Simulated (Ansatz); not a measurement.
Basis sets compared for (CdS)6 prism (Cd6S6). Charge 0, multiplicity 1. Geometry r2SCAN-D4/def2-SVP. Ansatz on 2 threads of AMD EPYC 7R13 on a shared host and a share (18 GiB) of an NVIDIA H100 80GB HBM3; times are rough, and most runs start from earlier orbitals.

```xyz
12

Cd    2.062    0.463    1.147
S     0.393    0.818    2.928
Cd   -1.234   -0.742    1.926
S    -1.508   -2.642    0.377
Cd    0.608   -2.183   -0.804
S     2.801   -1.067   -0.641
Cd    1.234    0.742   -1.926
S     1.508    2.642   -0.377
Cd   -0.608    2.183    0.804
S    -2.801    1.067    0.641
Cd   -2.062   -0.463   -1.147
S    -0.393   -0.818   -2.928
```

In the def2 sets Cd takes a core potential; there is no spin–orbit coupling. Single mean-field runs in def2-TZVP are fitted with def2-universal-jkfit.

Binding counts from free atoms (Cd singlet, S triplet) in the same basis, without a counterpoise term.

```
           level  functions  energy (Eh)  HOMO (eV)  LUMO (eV)  binding per atom (eV)  wall time
 PBE-D4/def2-SVP        294   -3394.2658      -5.88      -3.69                   2.23      3.6 s
PBE0-D4/def2-SVP        294   -3394.4120      -6.90      -2.97                   2.22      4.5 s
```

Problem. Estimate the rows for PBE-D4/def2-TZVP (with forces), PBE0-D4/def2-TZVP (with forces).

Solution. 
```
                          level  functions  energy (Eh)  HOMO (eV)  LUMO (eV)  binding per atom (eV)  wall time
 PBE-D4/def2-TZVP (with forces)        462   -3395.3258      -5.83      -3.68                   2.18      6.5 s
PBE0-D4/def2-TZVP (with forces)        462   -3395.4552      -6.82      -2.94                   2.19        6 s
```
